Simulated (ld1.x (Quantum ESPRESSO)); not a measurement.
What the settings do to the TM potential of silver

Base potential:

silver, norm-conserving Troullier–Martins (Kleinman–Bylander form), made with ld1.x (Quantum ESPRESSO) 7.5 (LDA (PZ), scalar-relativistic). Core [Kr], reference 4d10 5s1 5p0. Waves: 5s (bound): rc 2.00 bohr; 5p (bound, empty): rc 2.55 bohr; 4d (bound): rc 1.30 bohr. Local part: all-electron potential smoothed inside 1.60 bohr (lloc = -2). Core correction: Bessel-smoothed model core inside 0.60 bohr.

All-electron outer shells of the reference configuration (LDA (PZ), scalar-relativistic, ld1.x):

```tsv
shell	level (eV)	outermost node (bohr)	outermost maximum (bohr)
4s	-95.08	0.44	0.82
4p	-58.67	0.44	0.87
4d	-7.66	0.43	1.04
5s	-4.72	1.11	2.49
5p	-0.85	1.25	3.67
```

Cutoffs, loose and tight: the cutoffs (Ry, on a coarse ladder) from which the occupation-weighted sum of valence levels, in a spherical-Bessel basis at the reference potential, stays within 10 and 1 mRy of its value at 400 Ry. They do not see the model core or the augmentation charge, which bear on the density cutoff. Test errors are all-electron minus pseudo excitation energies from the reference, over the configurations 4d10 5s0 5p0; 4d9 5s0 5p0; 4d8 5s0 5p0; 4d9 5s2 5p0; 4d10 5s0 5p1; 4d9 5s1 5p1; 4d7 5s0 5p0 (two spin-polarised tests are not counted in the largest error). A dash means not determined; rows that change the core or the reference have their own tests. The largest error is taken over the tests solved by every variant that gives reliable tests at all: 4d10 5s0 5p0; 4d10 5s0 5p1; 4d7 5s0 5p0; 4d8 5s0 5p0; 4d9 5s0 5p0; 4d9 5s2 5p0.

A true bound ghost makes a file unfit for plane-wave use even where its test errors are small: the radial tests pick states by their node count and pass the ghost by.

| change | outcome | cutoff, loose | cutoff, tight | bound ghosts | largest test error (meV) |
| --- | --- | --- | --- | --- | --- |
| base | generated | 80 Ry | 110 Ry | s | -939 |
| core correction Bessel-smoothed model core inside 0.54 bohr | generated | 80 Ry | 110 Ry | s | -939 |
| core correction Bessel-smoothed model core inside 0.62 bohr | generated | 80 Ry | 110 Ry | s | -939 |
| core correction Bessel-smoothed model core inside 0.80 bohr | generated | 80 Ry | 110 Ry | s | -939 |
| core correction Bessel-smoothed model core inside 0.88 bohr | generated | 80 Ry | 110 Ry | s | -938 |
| core correction Bessel-smoothed model core inside 1.06 bohr | generated | 80 Ry | 110 Ry | s | -939 |
| core correction Bessel-smoothed model core inside 1.14 bohr | generated | 80 Ry | 110 Ry | s | -940 |
| core correction Bessel-smoothed model core inside 1.32 bohr | generated | 80 Ry | 110 Ry | s | -940 |
| core correction Bessel-smoothed model core inside 1.42 bohr | generated | 80 Ry | 110 Ry | s | -937 |
| core correction Bessel-smoothed model core inside 1.52 bohr | generated | 80 Ry | 110 Ry | s | -932 |

Problem. What comes out with this change to the base: core correction none?

Solution. outcome: generated; cutoff, loose: 80 Ry; cutoff, tight: 110 Ry; bound ghosts: s; largest test error (meV): -457.
